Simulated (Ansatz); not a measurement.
Start from `[CH3][AlH][CH]1CC1` and change one atom or group to get `OCC1CC1`.

Ansatz, PBE0-D4/def2-TZVP geometries, multiplicity 1. Each molecule was computed in one conformer, which needn't be the lowest.

```tsv
property	`[CH3][AlH][CH]1CC1`
HOMO energy (PBE/def2-TZVPP) / eV	-6.20
LUMO energy (ωB97M-V/def2-TZVPP) / eV	0.72
HOMO–LUMO gap (ωB97M-V/def2-TZVPP) / eV	10.38
HOMO energy (ωB97M-V/def2-TZVPP) / eV	-9.66
HOMO energy (PBE0/def2-TZVPP) / eV	-7.43
HOMO–LUMO gap (B3LYP/def2-TZVPP) / eV	6.19
```

Problem. Give the same properties after the change, and the shifts. (Estimate.)

Solution. Ansatz gave: 
| property | `OCC1CC1` | shift |
| --- | --- | --- |
| HOMO energy (PBE/def2-TZVPP) / eV | -6.10 | 0.10 |
| LUMO energy (ωB97M-V/def2-TZVPP) / eV | 2.64 | 1.92 |
| HOMO–LUMO gap (ωB97M-V/def2-TZVPP) / eV | 12.80 | 2.42 |
| HOMO energy (ωB97M-V/def2-TZVPP) / eV | -10.16 | -0.50 |
| HOMO energy (PBE0/def2-TZVPP) / eV | -7.74 | -0.31 |
| HOMO–LUMO gap (B3LYP/def2-TZVPP) / eV | 8.35 | 2.16 |

With PBE0 the HOMO falls by 0.31 eV and the LUMO rises by 2.02 eV, so the gap widens by about 2.33 eV. PBE moves the HOMO by 0.10 eV and ωB97M-V by -0.50 eV.

B3LYP here is the variant with VWN-RPA as its local correlation; programs differ in this.
